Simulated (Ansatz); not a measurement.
System: BH2, charge 1, singlet. BH2+ (parent SMILES [BH2], singlet).
B3LYP-D3(BJ)/def2-TZVP minimum from Ansatz (an electronic-structure program):
```
B
H 1 1.1744
H 1 1.1744 2 180.00
```
Charge +1, spin multiplicity 1.

Total energies in cc-pVQZ, 4 correlated electrons, 1 frozen orbitals. Radicals and triplets start from unrestricted determinants; spin-orbit coupling is neglected. Correlated methods leave the cores frozen. No relativity. The spin of H2B+ (parent SMILES [BH2], singlet) was assumed, and the state is the lowest solution found for it.

```
method    program  energy (Eh)  error against FCI (mEh)
--------  -------  -----------  -----------------------
HF         Ansatz    -25.48045                    90.00
MP2        Ansatz    -25.55363                    16.81
CCSD       Ansatz    -25.56917                     1.28
CCSD(T)    Ansatz    -25.57019                     0.25
CCSDT(Q)   Ansatz    -25.57044                     0.00
FCI        Ansatz    -25.57044                     0.00
```

Rough core times of Ansatz's runs on a shared machine: CCSD(T) under 20 s, CCSDT(Q) 50 s, FCI 2 min.
